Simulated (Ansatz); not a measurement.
One change: `C#C[SiH](Cl)OC` becomes `CO[SiH](O)Cl`.

Ansatz, PBE0-D4/def2-TZVP geometries, multiplicity 1. Each molecule was computed in one conformer, which needn't be the lowest.

```
                                          property  `C#C[SiH](Cl)OC`
  size of the dipole moment (B3LYP/def2-TZVPP) / D              1.99
           HOMO–LUMO gap (ωB97M-V/def2-TZVPP) / eV             12.27
             HOMO–LUMO gap (B3LYP/def2-TZVPP) / eV              7.51
                 HOMO energy (PBE/def2-TZVPP) / eV             -7.09
                HOMO energy (PBE0/def2-TZVPP) / eV             -8.49
size of the dipole moment (ωB97M-V/def2-TZVPP) / D              2.02
```

Question: What does the change do to each property? (An estimate is asked.)

Answer: Ansatz gave: 
```tsv
property	`CO[SiH](O)Cl`	shift
size of the dipole moment (B3LYP/def2-TZVPP) / D	1.58	-0.41
HOMO–LUMO gap (ωB97M-V/def2-TZVPP) / eV	13.36	1.09
HOMO–LUMO gap (B3LYP/def2-TZVPP) / eV	8.85	1.34
HOMO energy (PBE/def2-TZVPP) / eV	-7.11	-0.02
HOMO energy (PBE0/def2-TZVPP) / eV	-8.70	-0.21
size of the dipole moment (ωB97M-V/def2-TZVPP) / D	1.59	-0.43
```

With PBE0 the HOMO falls by 0.21 eV and the LUMO rises by 1.25 eV, so the gap widens by about 1.46 eV. PBE moves the HOMO by -0.02 eV and ωB97M-V by -0.31 eV. Dipoles are sizes alone; their direction can turn.

B3LYP here is the variant with VWN-RPA as its local correlation; programs differ in this.
